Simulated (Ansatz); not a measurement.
This geometry of C4H10OSi (16 atoms, charge 0, multiplicity 1) is a first-order saddle point.

Theory: RKS B3LYP-D4/6-31G in Ansatz.

```xyz
16
Properties=species:S:1:pos:R:3
C -0.351 -1.663 0.260
C 0.250 -0.270 0.116
C 1.690 -0.184 0.644
O 0.245 0.097 -1.363
C -0.796 1.161 -1.468
Si -0.982 1.216 0.462
H -0.393 -1.960 1.315
H -1.365 -1.711 -0.153
H 0.270 -2.389 -0.280
H 2.029 -1.144 1.052
H 2.343 0.081 -0.193
H 1.817 0.575 1.424
H -1.667 0.808 -2.029
H -0.383 2.046 -1.960
H -2.326 0.895 1.059
H -0.404 2.418 1.157
```

(1) Which two structures does it join? (They come from a converged band through this point; their orientation in space is the band's.)

(2) How far does it lie above each of them?

## Answers

(1) No bond is made or broken. The dihedral Si6–C2–C3–H12 goes from 79 to -42°. The two ends are copies of one structure, up to a mirror image or an exchange of like atoms.

First end point:

```xyz
16
Properties=species:S:1:pos:R:3
C -0.441 -1.594 0.612
C 0.198 -0.288 0.163
C 1.635 -0.134 0.639
O 0.188 -0.246 -1.354
C -0.647 0.949 -1.676
Si -0.930 1.316 0.209
H -0.479 -1.655 1.707
H -1.460 -1.694 0.224
H 0.148 -2.442 0.239
H 2.240 -0.972 0.268
H 2.081 0.794 0.268
H 1.686 -0.131 1.735
H -1.526 0.659 -2.260
H -0.066 1.684 -2.241
H -2.328 1.161 0.742
H -0.322 2.572 0.769
```

Last end point:

```xyz
16
Properties=species:S:1:pos:R:3
C -0.331 -1.708 0.294
C 0.218 -0.301 0.101
C 1.656 -0.153 0.576
O 0.164 0.036 -1.378
C -0.746 1.217 -1.446
Si -1.000 1.189 0.478
H -0.334 -1.984 1.355
H -1.352 -1.794 -0.090
H 0.296 -2.427 -0.249
H 1.738 -0.362 1.649
H 2.298 -0.862 0.036
H 2.036 0.856 0.389
H -1.621 0.994 -2.063
H -0.222 2.083 -1.862
H -2.372 0.847 0.988
H -0.452 2.348 1.265
```

(2) 3.3 kcal/mol above the first and 3.3 kcal/mol above the second. This is the barrier of this one path; another mechanism may lie lower. Limits of this set-up: no polarisation functions.

The run took 7.9 min on 1 thread of Intel(R) Xeon(R) Processor @ 2.70GHz, with other jobs on the host, peak memory 0.21 GiB.
